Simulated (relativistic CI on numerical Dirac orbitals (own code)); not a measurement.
Mn⁶⁺: calculation against measurement

Calculated at this level of theory: Dirac-Coulomb-Breit CI, orbitals from a KLI potential per configuration, model QED, unscaled Slater integrals (own radial code, finite nucleus).

CI space (outside the closed core [Ne]): 3s2 3p6 3d, 3s2 3p5 3d2, 3s2 3p6 4s, 3s2 3p6 4p, 3s 3p6 3d2, 3s2 3p6 4d, 3s2 3p6 4f, 3s2 3p6 5s, 3s2 3p6 5p, 3s2 3p6 5d, 3s2 3p6 5f, 3s2 3p6 6s, 3s2 3p5 3d 4s, 3s2 3p6 5g, 3s2 3p6 6p, 3s2 3p6 6d, 3s2 3p6 7s, 3s2 3p6 7p, 3s2 3p5 3d 4p, 3s2 3p5 3d 4d, 3s2 3p5 3d 4f, 3s2 3p5 3d 5s, 3s2 3p5 3d 5p, 3s 3p6 3d 4s, 3s2 3p5 3d 5d, 3p6 3d3, 3p5 3d4. Double excitations out of closed p, d and f shells are left out; levels of such configurations are missing from the list, as are those of other unlisted configurations, and high levels can miss mixing partners. These lack a partner that the ground configuration has and come out too high: 3s2 3p5 3d 4s, 3s2 3p5 3d 4p, 3s2 3p5 3d 4d, 3s2 3p5 3d 4f, 3s2 3p5 3d 5s.

```csv
Configuration,Term (tabulated),J,Measured (cm⁻¹),Computed,Error,Purity (%)
3s2 3p6 3d,2D,3/2,0.0,0,0,100
3s2 3p6 3d,2D,5/2,1350.0,1286,-64,100
3s2 3p6 4s,2S,1/2,318740.0,316045,-2695,99
3s2 3p6 4p,2P°,1/2,397650.0,394018,-3632,85
3s2 3p6 5s,2S,1/2,613940.0,607743,-6197,100
3s2 3p6 4f,2F°,5/2,615960.0,617055,1095,94
3s2 3p6 4f,2F°,7/2,616100.0,617315,1215,94
3s2 3p5 3d 4s,2P°,1/2,700870.0,701106,236,97
3s2 3p5 3d 4s,2P°,3/2,705170.0,705402,232,96
3s2 3p5 3d 4s,4F°,7/2,709720.0,709204,-516,96
3s2 3p5 3d 4s,4F°,5/2,712350.0,711611,-739,95
3s2 3p5 3d 4s,2F°,7/2,717430.0,717716,286,97
3s2 3p5 3d 4s,2F°,5/2,722100.0,722635,535,93
3s2 3p5 3d 4s,4D°,7/2,735510.0,738673,3163,70
3s2 3p5 3d 4s,4D°,5/2,737020.0,740086,3066,79
3s2 3p6 5f,2F° †,5/2,739770.0,737269,-2501,93
3s2 3p6 5f,2F° †,7/2,739940.0,737046,-2894,74
3s2 3p5 3d 4s,2F°,7/2,746450.0,749436,2986,83
3s2 3p5 3d 4s,2D° †,3/2,748170.0,745088,-3082,82
3s2 3p5 3d 4s,2D° †,5/2,749430.0,743372,-6058,78
3s2 3p6 6s,2S †,1/2,752150.0,736348,-15802,100
```

Measured levels from Corliss and Sugar, J. Phys. Chem. Ref. Data 6, 1253 (1977); pairs were made by configuration, J and term (by order where the table uses no LS term), so strongly mixed levels may be paired wrongly.

Mean error by configuration (cm⁻¹): 3s2 3p6 3d -64; 3s2 3p6 4s -2695; 3s2 3p6 4p -3632; 3s2 3p6 5s -6197; 3s2 3p6 4f 1155; 3s2 3p5 3d 4s 1028. Over the excited levels the mean absolute error is 1777 cm⁻¹ (20 of the 25 excited levels that our extract of the source holds in range could be paired, and the others can miss by more), and the median relative error of those above 1,000 cm⁻¹ is 0.2 %. † marks terms whose computed intervals miss the measured ones by more than a factor of 2.5, or configurations far off the rest, from wrong mixing, a near crossing or a doubtful label or measurement; they are left out of the means.
